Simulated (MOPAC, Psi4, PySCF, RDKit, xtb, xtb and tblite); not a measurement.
Two geometries of SMILES [SiH3][SiH2][SeH], relaxed at GFN2-xTB with one dihedral held; other torsions can differ between them too.

Structure A

```
9

Si     1.6267     0.1873     0.2198
Si    -0.6491     0.3244    -0.2194
Se    -1.7542    -1.5642     0.5193
H      2.2745     1.4272    -0.2044
H      1.8822     0.0019     1.6514
H      2.2620    -0.9278    -0.4829
H     -1.3457     1.4399     0.4286
H     -1.0413     0.3436    -1.6282
H     -0.8681    -1.8578     1.6082
```

Structure B

```
9

Si     1.6296     0.1977     0.2278
Si    -0.6468     0.3340    -0.2214
Se    -1.7843    -1.5507     0.5071
H      2.2731     1.4373    -0.2094
H      1.8992     0.0269     1.6574
H      2.2597    -0.9177    -0.4797
H     -1.3751     1.4323     0.4175
H     -1.0096     0.3466    -1.6383
H     -2.0706    -1.0557     1.8188
```

Which is lower in energy at the level DF-MP2 (frozen core)/cc-pVTZ // GFN2-xTB (Psi4), and by how much?

A is lower, by 2.65 kJ/mol (dihedral Si1–Si2–Se3–H9: 30° in A, 90° in B).

E(B) − E(A) in kJ/mol at the other levels, on the same two geometries: GFN2-xTB (xtb and tblite) 1.30; B3LYP/def2-TZVP // GFN2-xTB (Psi4) 1.68; B3LYP-D3(BJ)/def2-TZVP // GFN2-xTB (Psi4) 2.30; PBE/def2-TZVP // GFN2-xTB (Psi4) 1.86; PBE-D3(BJ)/def2-TZVP // GFN2-xTB (Psi4) 2.20; M06-2X/def2-TZVP // GFN2-xTB (Psi4) 2.40; HF/cc-pVTZ // GFN2-xTB (Psi4) 1.44; UFF // GFN2-xTB (RDKit) 2.19; PM6, restricted, heats of formation // GFN2-xTB (MOPAC) -1.60; PM3, restricted, heats of formation // GFN2-xTB (MOPAC) -1.03; GFN1-xTB // GFN2-xTB (xtb) 4.81; restricted B3LYP/6-31G*, spherical d // GFN2-xTB (PySCF) 0.89; restricted MP2 (frozen core)/3-21G // GFN2-xTB (PySCF) -0.05; restricted B3LYP/3-21G // GFN2-xTB (PySCF) -0.69; restricted B3LYP/LANL2DZ, with its core potentials past Ne // GFN2-xTB (PySCF) 0.80.
